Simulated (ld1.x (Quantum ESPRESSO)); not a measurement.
Before and after: TM potential for antimony

| Quantity | Value |
| --- | --- |
| Element | antimony (Sb) |
| Generator | ld1.x (Quantum ESPRESSO) 7.5 |
| Type | norm-conserving Troullier–Martins (Kleinman–Bylander form) |
| Functional | PBE |
| Relativity | scalar-relativistic |
| Frozen core | [Kr] |
| Valence charge | 15 |
| Reference configuration | 4d10 5s2 5p3 |
| Partial waves | 5p (bound): rc 1.75 bohr; 4d (bound): rc 1.05 bohr; 5s (bound): rc 2.05 bohr |
| Local potential | the s channel |
| Core correction | none |

Change: all radii scaled by about 1.18 (s 2.42, p 2.06, d 1.24 bohr).

Cutoffs: the cutoffs (Ry, on a coarse ladder) from which the occupation-weighted sum of valence levels, in a spherical-Bessel basis at the reference potential, stays within 10 and 1 mRy of its value at 400 Ry; they do not see the model core or the augmentation charge, which bear on the density cutoff. Errors are all-electron minus pseudo energies relative to the spin-unpolarised reference configuration.

Question: How do hardness, ghosts and transferability respond?

Answer: The potential gets neither clearly harder nor softer (110 Ry and 180 Ry → 100 Ry and 180 Ry); the d channel sets the loose cutoff, while the largest relative change is in p, which becomes softer; of the 7 tests that both files solve, the error grows in 4 and shrinks in 0 by more than 15 % and 0.3 meV (median size 3.1 → 8.3 meV); neither file shows a bound ghost. More of the atom is replaced by a form fitted at one configuration, so other configurations suffer.

```tsv
quantity	base	changed
cutoff, loose	110 Ry	100 Ry
cutoff, tight	180 Ry	180 Ry
loose cutoff by channel (10 mRy a level)	p 25 Ry, d 90 Ry, s 12 Ry	p 8 Ry, d 90 Ry, s 10 Ry
bound ghosts	none	none
error for 4d10 5s2 5p2, meV [ΔE 8.32 eV]	-0.3	+0.2
error for 4d10 5s2 5p1, meV [ΔE 24.28 eV]	+3.1	+7.4
error for 4d10 5s2 5p0, meV [ΔE 48.70 eV]	+15	+33
error for 4d10 5s1 5p0, meV [ΔE 92.99 eV]	+65	+88
error for 4d10 5s2 5p2.5, meV [ΔE 3.26 eV]	-0.3	-0.3
error for 4d10 5s1 5p4, meV [ΔE 8.11 eV]	+0.6	-8.3
error for 4d9 5s2 5p4, meV [ΔE 31.12 eV]	-328	-343
```
